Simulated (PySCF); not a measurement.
C5H10O2Si2.
Bonds: C1–C2 (triple), C2–Si3, Si3–C4, C4–Si5, Si3–O6, O6–C7, C7–C8, C8–O9, Si3–O9. Hydrogens: H10 on C1; H11, H12 on C4; H13, H14, H15 on Si5; H16, H17 on C7; H18, H19 on C8.

Computed with PySCF 2.14.0, PBE0-D3(BJ)/def2-SVP geometry optimisation, gas phase.

(1) List the bond lengths, angles and torsions at this level.

Answers

(1) 
```json
{"bond": "C1≡C2", "length (bohr)": "2.300", "order": "triple"}
{"bond": "C2–Si3", "length (bohr)": "3.458", "order": "single"}
{"bond": "Si3–C4", "length (bohr)": "3.492", "order": "single"}
{"bond": "C4–Si5", "length (bohr)": "3.565", "order": "single"}
{"bond": "Si3–O6, Si3–O9", "length (bohr)": "3.166", "order": "single"}
{"bond": "O6–C7, C8–O9", "length (bohr)": "2.675", "order": "single"}
{"bond": "C7–C8", "length (bohr)": "2.903", "order": "single"}
{"bond": "C1–H10", "length (bohr)": "2.033", "order": "single"}
{"bond": "C4–H11, C4–H12", "length (bohr)": "2.085", "order": "single"}
{"bond": "Si5–H13, Si5–H14, Si5–H15", "length (bohr)": "2.823", "order": "single"}
{"bond": "C7–H16, C8–H18", "length (bohr)": "2.085", "order": "single"}
{"bond": "C7–H17, C8–H19", "length (bohr)": "2.086", "order": "single"}
```

Bonds in one row agree within 0.02 bohr and their mean is given. Orders are formal, as drawn. A selection of angles:
```json
{"angle": "C2–C1–H10", "degrees": "179.6"}
{"angle": "C1–C2–Si3", "degrees": "177.9"}
{"angle": "C2–Si3–C4", "degrees": "111.6"}
{"angle": "C2–Si3–O6", "degrees": "112.5"}
{"angle": "C2–Si3–O9", "degrees": "110.0"}
{"angle": "C4–Si3–O6", "degrees": "110.8"}
{"angle": "C4–Si3–O9", "degrees": "114.7"}
{"angle": "O6–Si3–O9", "degrees": "96.4"}
{"angle": "Si3–C4–Si5", "degrees": "112.8"}
{"angle": "Si3–C4–H11", "degrees": "107.9"}
{"angle": "Si3–C4–H12", "degrees": "109.8"}
{"angle": "Si5–C4–H11", "degrees": "109.7"}
{"angle": "H11–C4–H12", "degrees": "106.8"}
{"angle": "C4–Si5–H13", "degrees": "110.3"}
{"angle": "C4–Si5–H14", "degrees": "110.6"}
{"angle": "H13–Si5–H14", "degrees": "109.1"}
{"angle": "H13–Si5–H15", "degrees": "108.0"}
{"angle": "Si3–O6–C7", "degrees": "108.9"}
{"angle": "O6–C7–C8", "degrees": "107.1"}
{"angle": "O6–C7–H16", "degrees": "109.4"}
{"angle": "O6–C7–H17", "degrees": "109.9"}
{"angle": "C8–C7–H16", "degrees": "111.7"}
{"angle": "C8–C7–H17", "degrees": "110.7"}
{"angle": "H16–C7–H17", "degrees": "108.0"}
```

Dihedral angles: C2–Si3–C4–Si5 -158° (antiperiplanar); C2–Si3–O6–C7 -99° (anticlinal); Si3–O6–C7–C8 -30°; O6–C7–C8–O9 33° (synclinal); C7–C8–O9–Si3 -21° (synperiplanar); C2–Si3–O9–C8 121° (anticlinal). The mirror-image conformer, all signs reversed, is as good.

Si5 (SiH3 silicon) is tetrahedral (angles from 108.0° to 110.6°). Si3 (oxygen-bound silicon) has angles from 96.4° to 114.7°. The 5-membered ring Si3–O6–C7–C8–O9 has internal angles of 96.4° to 110.1° (sum 530°, against 540° for a flat polygon); it is puckered, 0.13 Å rms from its mean plane, widest ring torsion 33°. O6 (silyl ether oxygen) is bent (angle 108.9°). The C–C distances run from 1.217 Å (C1≡C2, drawn triple) to 1.536 Å (C7–C8, drawn single), a spread of 0.319 Å. The C–Si distances run from 1.830 Å (C2–Si3, drawn single) to 1.887 Å (C4–Si5, drawn single), a spread of 0.057 Å.

Point group: C1 (no symmetry element, even within 0.4 Å). PBE0-D3(BJ)/def2-SVP frequencies: not computed here. One conformer, not necessarily the lowest.
